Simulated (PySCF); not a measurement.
# How methods differ on the ionisation energy of Tc²³⁺

Tc²³⁺ [Ar] 3d2 [3d3/2^2, M_J = 2] → Tc²⁴⁺ [Ar] 3d1 [3d3/2^1, M_J = 3/2], as a difference of total energies. All numbers are calculated (PySCF 2.14, the two-component X2C-1e Hamiltonian, in an uncontracted even-tempered set (16 s from 3 bohr⁻², ratio 2.8; 12 p from 3.8 bohr⁻², ratio 2.8; 8 d from 3.8 bohr⁻², ratio 2.8; 3 f from 12 bohr⁻², ratio 3)). Correlated levels: [Ne] frozen; the 74 highest virtual spinors dropped. "Screened" scales the spin-orbit matrix elements by Boettger's factors to mimic the two-electron term; Breit and QED terms are absent.

| method | ionisation energy (eV) |
| --- | --- |
| GHF (spin-free) | 1099.2 |
| GMP2 (spin-free) | 1099.2 |
| GHF (screened spin-orbit) | 1100.7 |
| GMP2 (screened spin-orbit) | 1100.7 |

Breit and QED terms and the two-electron picture change are absent.

The spin-free rows relax to the high-spin LS determinant and lack the spin-orbit shift.

The labels give the starting determinants; with spin-orbit coupling the two ends relaxed to ⟨J²⟩ = 6.32, ⟨L²⟩ = 11.16, ⟨S²⟩ = 1.74 and ⟨J²⟩ = 3.75, ⟨L²⟩ = 6.01, ⟨S²⟩ = 0.76.

The determinant of Tc²³⁺ mixes levels of different J (the jj label is only the starting occupation), so the difference between spin-free and spin-orbit rows is not the physical spin-orbit shift.

For comparison: 1102 ± 4 eV (theoretical estimate listed by NIST; NIST Atomic Spectra Database, ionization energies).
